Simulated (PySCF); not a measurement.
Ge(H)(OH)(NH2)2 (GeH₆N₂O), SMILES [NH2][GeH]([NH2])[OH]. Coordinates come from a B3LYP-D3(BJ)/def2-SVP optimisation. This is a generated structure with no PubChem entry under its InChIKey; it may be hypothetical. One conformer was computed; it need not be the lowest.

Computed equilibrium geometry at B3LYP-D3(BJ)/def2-SVP (PySCF confirms it by a frequency run) as Cartesian coordinates in Å (one conformer of several):
```xyz
10

Ge     0.0445     0.1292    -0.2292
N     -0.7921    -1.4362    -0.6650
N      1.4769    -0.3688     0.7794
O     -0.8139     1.2210     0.9070
H      0.2583     0.8890    -1.5635
H     -1.5598    -1.3731    -1.3296
H     -1.0732    -2.0048     0.1316
H      2.1535    -0.9729     0.3202
H      1.9530     0.3895     1.2617
H     -1.4374     1.8041     0.4560
```
Charge 0, spin multiplicity 1.
